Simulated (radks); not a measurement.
The numbers below are computed, except where a source is named.
The nuclear charge of the holmium ion Ho2+ is varied continuously with 65 electrons held in [Xe] 4f11. Code: a radial shooting solver on a logarithmic mesh with Libxc functionals. Model: scalar-relativistic Kohn-Sham, PBE, spin-polarised, spherical densities, finite nucleus; open shells are filled with parallel spins first (spin-orbit coupling, left out, can overturn this in heavy ions); Fermi nuclear charge, rms radius 5.2022 fm. By the Hellmann-Feynman theorem dE/dZ = E(electron-nucleus)/Z, the electronic potential at the nucleus (averaged over a nucleus of fixed radius). The scalar-relativistic energy here is not variational (the density holds large components alone), so the two differ by a part that grows with Z.

| Z | E (hartree) | E(electron-nucleus)/Z (hartree) | HOMO | e(HOMO) (eV) | <r> HOMO (bohr) |
|---|---|---|---|---|---|
| 66 | -12155.9460 | -450.686 | 4f | -2.720 | 1.096 |
| 66.1 | -12201.3412 | -451.714 | 4f | -3.643 | 1.036 |
| 66.2 | -12246.8404 | -452.737 | 4f | -4.718 | 0.9967 |
| 66.3 | -12292.4434 | -453.758 | 4f | -5.901 | 0.9681 |
| 66.4 | -12338.1499 | -454.777 | 4f | -7.170 | 0.9455 |
| 66.5 | -12383.9598 | -455.795 | 4f | -8.511 | 0.9265 |
| 66.6 | -12429.8729 | -456.812 | 4f | -9.914 | 0.9100 |
| 66.7 | -12475.8893 | -457.828 | 4f | -11.373 | 0.8953 |
| 66.8 | -12522.0088 | -458.843 | 4f | -12.883 | 0.8821 |
| 66.9 | -12568.2314 | -459.859 | 4f | -14.440 | 0.8699 |
| 67 | -12614.5572 | -460.874 | 4f | -16.042 | 0.8587 |
| 67.1 | -12660.9860 | -461.888 | 4f | -17.685 | 0.8482 |
| 67.2 | -12707.5179 | -462.903 | 4f | -19.369 | 0.8384 |
| 67.3 | -12754.1529 | -463.918 | 4f | -21.090 | 0.8291 |
| 67.4 | -12800.8910 | -464.933 | 4f | -22.848 | 0.8202 |
| 67.5 | -12847.7322 | -465.948 | 4f | -24.642 | 0.8118 |
| 67.6 | -12894.6765 | -466.963 | 4f | -26.470 | 0.8038 |
| 67.7 | -12941.7240 | -467.978 | 4f | -28.332 | 0.7962 |
| 67.8 | -12988.8747 | -468.993 | 4f | -30.226 | 0.7888 |
| 67.9 | -13036.1285 | -470.009 | 4f | -32.153 | 0.7817 |
| 68 | -13083.4856 | -471.025 | 4f | -34.110 | 0.7749 |

The central difference of E at Z = 67 is -463.773 hartree, to compare with the third column; the second derivative is -10.3 hartree.
